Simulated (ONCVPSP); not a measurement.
## Varying the ONCV potential for aluminium (Al)

Base potential:

ONCVPSP 4.0.1 input, shortened (lines: element, Z, core and valence counts, functional; n l f; lmax; l rc ep ncon nbas qcut; lloc lpopt rc5 dvloc0; l nproj debl; icmod fcfact rcfact), PW91, scalar-relativistic:

```
  Al 13.00    3    2  -109134      upf
    1    0    2.00
    2    0    2.00
    2    1    6.00
    3    0    2.00
    3    1    0.50
    2
    0    1.55    0.00    3    8    3.70
    1    2.50    0.00    5    8    2.90
    2    2.30    0.04    4    9    4.10
    4    3    1.10    1.00
    0    2    0.60
    1    2    2.00
    2    2    3.60
    3    5.25    1.35
```

Cutoffs, loose and tight: the cutoffs (Ha) at which the residual kinetic energy of the hardest occupied pseudo-wave falls to 1 and 0.1 mHa per electron. They do not see the model core or the augmentation charge, which bear on the density cutoff. Test errors are all-electron minus pseudo excitation energies from the reference, over the configurations 3s2 3p1; 3s2 3p0; 3s1 3p0; 3s1 3p1. A dash means not determined; rows that change the core or the reference have their own tests.

For the base: The cutoffs count occupied waves only; projector 2 of the d channel, the hardest unoccupied one, needs 67 Ha at the loose tolerance.

A true bound ghost makes a file unfit for plane-wave use even where its test errors are small: the radial tests pick states by their node count and pass the ghost by.

```tsv
change	outcome	cutoff, loose	cutoff, tight	bound ghosts	GHOST(+) flags above zero	largest test error (meV)
base	generated	5.6 Ha	10 Ha	none	s	-4.4
local potential polynomial inside 1.10 bohr (lpopt 3, dvloc0 -0.5 Ha)	generated	5.6 Ha	10 Ha	none	s	-4.4
all radii but the core radius scaled by about 0.91 (s 1.40, p 2.28, d 2.10 bohr); local potential polynomial inside 1.00 bohr (lpopt 3, dvloc0 1 Ha)	generated	23 Ha	106 Ha	s	none	-6.6
core correction none	generated	5.6 Ha	10 Ha	none	s	+22
```

Problem. What comes out with this change to the base: core correction Teter function, fcfact 5.25, rcfact 1.82?

Solution. outcome: generated; cutoff, loose: 5.6 Ha; cutoff, tight: 10 Ha; bound ghosts: none; GHOST(+) flags above zero: s; largest test error (meV): -216.

Problem. What comes out with this change to the base: reference 3s2 3p1?

Solution. outcome: generated; cutoff, loose: 5.5 Ha; cutoff, tight: 8.1 Ha; bound ghosts: none; GHOST(+) flags above zero: s; largest test error (meV): -3.9.
